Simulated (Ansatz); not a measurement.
Species: CH3BF2, charge 0, singlet. CH3BF2 (SMILES FB(F)C).
B3LYP-D3(BJ)/def2-TZVP minimum from Ansatz (an electronic-structure program):
```xyz
7

B      0.0382    -0.0331     0.0601
F      1.3620    -0.1311     0.0752
F     -0.6018    -0.7094     1.0062
C     -0.7177     0.7971    -1.0188
H     -1.6747     1.1697    -0.6534
H     -0.9334     0.1496    -1.8760
H     -0.1185     1.6281    -1.3912
```
Charge 0, spin multiplicity 1.

Quantity: atomisation energy (electronic, to ground-state atoms), in kcal/mol. UHF or UKS for unpaired electrons; spin-orbit terms are left out. CBS(X,Y): correlation extrapolated as X^-3, Hartree-Fock from the larger set (Q,5: extrapolated as (X+1)exp(-9√X)). A bracket is a step between two methods taken in the basis named. Functionals run without relativity, which enters their misses. '+ core + X2C': CCSD(T) terms for core correlation (cc-pwCVTZ) and scalar relativity (cc-pVTZ-DK). Where a partner has so few electrons that a lower coupled-cluster level is exact, that level stands in.

CCSD(T)/CBS(cc-pVQZ,cc-pV5Z) + [CCSDT(Q) - CCSD(T)]/cc-pVDZ + core + X2C (Ansatz) gives 718.5 kcal/mol.

Task: What does PBE/def2-TZVPD (Ansatz) give here, and how do the other levels compare?

Result: PBE gives 729.2 kcal/mol, 10.7 kcal/mol above it. Differences of the others: r2SCAN/def2-TZVPD (Ansatz) 2.1; B3LYP/def2-TZVPD (Ansatz) -5.6; PBE0/def2-TZVPD (Ansatz) -2.3; CCSD(T)/CBS(cc-pVQZ,cc-pV5Z) + core + X2C (Ansatz) -0.5 kcal/mol. Nearer than PBE: r2SCAN/def2-TZVPD, B3LYP/def2-TZVPD, PBE0/def2-TZVPD, CCSD(T)/CBS(cc-pVQZ,cc-pV5Z) + core + X2C.
